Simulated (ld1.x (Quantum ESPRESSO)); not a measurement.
## O (Z = 8), ultrasoft: configuration errors across variants

oxygen (O), ultrasoft, made with ld1.x (Quantum ESPRESSO) 7.5 (PBE, non-relativistic). Core [He], reference 2s2 2p3 (charge +1). Waves: 2s (bound): rcut 0.95, rcutus 1.05 bohr; 2s channel at 1.05 Ry: rcut 0.95, rcutus 1.05 bohr; 2p (bound): rcut 1.20, rcutus 1.45 bohr; 2p channel at 0.7 Ry: rcut 1.20, rcutus 1.45 bohr. Local part: all-electron potential smoothed inside 0.85 bohr (lloc = -2). Core correction: a·sin(br)/r model core inside 1.10 bohr. Augmentation charge: PSQ, radius 1.00 bohr.

All-electron excitation energies from the reference (eV): (1) 2s2 2p4 -16.439; (2) 2s2 2p2 33.594; (3) 2s2 2p1 87.466; (4) 2s2 2p0 164.368; (5) 2s1 2p5 -1.543; (6) 2s2 2p4.3 -18.564; (7) 2s2 2p3.5 -10.149.

The overlap operator is not positive definite (basis up to 400 Ry) in “all radii but the core radius scaled by about 1.38 (s 1.44, p 2.00 bohr, rcut 1.30/1.64); local potential all-electron potential smoothed inside 1.16 bohr (lloc = -2); augmentation PSQ, radius 1.38 bohr”. Such files are unfit for use, however small their errors in these radial tests.

Errors AE − PS in meV (a dash: test not solved or not reliable):

```tsv
change	(1)	(2)	(3)	(4)	(5)	(6)	(7)	bound ghosts
base	+9.5	+22	+120	+437	+34	+13	+3.1	none
all radii but the core radius scaled by about 0.87 (s 0.92, p 1.26 bohr, rcut 0.82/1.04); local potential all-electron potential smoothed inside 0.74 bohr (lloc = -2); augmentation PSQ, radius 0.88 bohr	+3.2	+12	+94	+432	+22	+4.3	+1.2	none
all radii but the core radius scaled by about 1.14 (s 1.20, p 1.66 bohr, rcut 1.08/1.38); local potential all-electron potential smoothed inside 0.98 bohr (lloc = -2); augmentation PSQ, radius 1.14 bohr	+18	+36	+173	+483	+55	+26	+5.8	none
all radii but the core radius scaled by about 1.27 (s 1.34, p 1.84 bohr, rcut 1.20/1.52); local potential all-electron potential smoothed inside 1.08 bohr (lloc = -2); augmentation PSQ, radius 1.26 bohr	+30	+65	+301	+608	+81	+43	+9.6	none
all radii but the core radius scaled by about 1.38 (s 1.44, p 2.00 bohr, rcut 1.30/1.64); local potential all-electron potential smoothed inside 1.16 bohr (lloc = -2); augmentation PSQ, radius 1.38 bohr	-318	-789	-1281	+83	-314	-551	-55	not determined (overlap not positive)
```

Question: Give the same row for: all radii but the core radius scaled by about 0.80 (s 0.84, p 1.16 bohr, rcut 0.76/0.96); local potential all-electron potential smoothed inside 0.68 bohr (lloc = -2); augmentation PSQ, radius 0.80 bohr.

Answer: +2.8, +11, +89, +418, +24, +3.6, +1.0; bound ghosts: none.
